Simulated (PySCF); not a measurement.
GaHBr2, SMILES [GaH]([Br])[Br]. Atoms are numbered in the order given.

```xyz
4

Ga     0.0000     0.0000    -0.8157
H      0.0000     0.0000    -2.3777
Br     0.0000    -1.9503     0.3952
Br     0.0000     1.9503     0.3952
```
Charge 0, spin multiplicity 1.

The structure is a stationary point at PBE-D3(BJ)/def2-SVP. The structure was generated by enumeration; whether it is a known compound was not checked.

These are PySCF with PBE-D3(BJ)/def2-SVP values and carry that method's errors.

Frequencies are harmonic and unscaled.

```tsv
mode	ν (cm⁻¹)	IR (km/mol)	moving atoms (share of kinetic energy)
1	89	1.9	Br 72 %, Ga 27 %
2	275	11.7	Br 59 %, Ga 41 %
3	328	63.0	Ga 62 %, Br 38 %
4	402	22.8	H 92 %
5	573	102.8	H 99 %
6	1968	87.3	H 99 %
```
